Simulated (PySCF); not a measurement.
Compound: C6H5F.
SMILES with atom numbers: `[CH:1]#[C:2][C:3]([CH3:4])([F:5])[C:6]#[CH:7]` (hydrogens: H8 on C1; H9, H10, H11 on C4; H12 on C7)

Structure used (GFN2-xTB), in Å, numbered top down from 1:
```xyz
12
C6H5F angstrom
C      2.2320    0.0325   -1.1235
C      1.2071   -0.1803   -0.5444
C     -0.0344   -0.4627    0.1696
C     -1.2470   -0.3252   -0.7538
F      0.0060   -1.7823    0.6377
C     -0.1407    0.4353    1.3157
C     -0.2287    1.1483    2.2721
H      3.1246    0.2309   -1.6384
H     -1.1477   -1.0154   -1.5889
H     -2.1530   -0.5592   -0.1986
H     -1.3074    0.6922   -1.1314
H     -0.3097    1.7852    3.1021
```

Method: TDDFT PBE0/def2-SVPD, vertical, gas phase, core orbitals frozen in the response (PySCF 2.14.0, density-fitted response routines).

Kohn–Sham orbitals with the atoms that hold most of them (Löwdin shares over 4%, at most four atoms; ? is withheld):

```tsv
orbital	ε (eV)	atoms
HOMO-3	-8.97	C2 21%, C6 21%, C1 19%, C7 19%
HOMO-2	-8.52	C2 23%, C1 23%, C6 21%, C7 21%
HOMO-1	-8.50	C7 21%, C6 20%, C1 19%, C2 18%
HOMO	-8.20	?
LUMO	?	?
LUMO+1	0.26	C1 18%, C7 18%, C2 16%, C6 15%
LUMO+2	0.81	C7 19%, C1 19%, C4 14%, C6 11%
```

Give the leading atoms of the LUMO.

C1 (bonded to C and H) 18%; C7 (bonded to C and H) 18%; C2 (bonded to 2 C) 15%; C6 (bonded to 2 C) 15%.

Give the leading atoms of the HOMO.

C7 (bonded to C and H) 24%; C1 (bonded to C and H) 24%; C6 (bonded to 2 C) 23%; C2 (bonded to 2 C) 23%.

What is the LUMO energy, and the HOMO–LUMO gap?

ε(LUMO) = -0.48 eV; the gap is 7.72 eV (0.2835 hartree).

How does S1 compare with the orbital gap of 7.72 eV?

S1 is at 5.99 eV (f = 0.0048), 1.72 eV below the gap, made of HOMO→LUMO (75%), HOMO-2→LUMO (15%). 

Next come S2 at 6.24 eV (f 0.0019), HOMO-1→LUMO (84%); S3 at 6.49 eV (f 0.014), HOMO-2→LUMO (58%), HOMO→LUMO+1 (24%); S4 at 6.84 eV (f 0.0097), HOMO-2→LUMO+1 (51%), HOMO→LUMO+1 (31%); S5 at 6.89 eV (f 0.0047), HOMO-3→LUMO (49%), HOMO-1→LUMO+1 (28%), HOMO→LUMO+3 (14%).

Löwdin shares depend on the basis, the more so with diffuse functions.

Time: 90 s wall, 73 s CPU (with the writing of density and orbital grids); peak memory 0.67 GiB. Hardware: one thread of an Intel Xeon at 2.50 GHz, shared host with 64 logical CPUs at a one-minute load of 62.
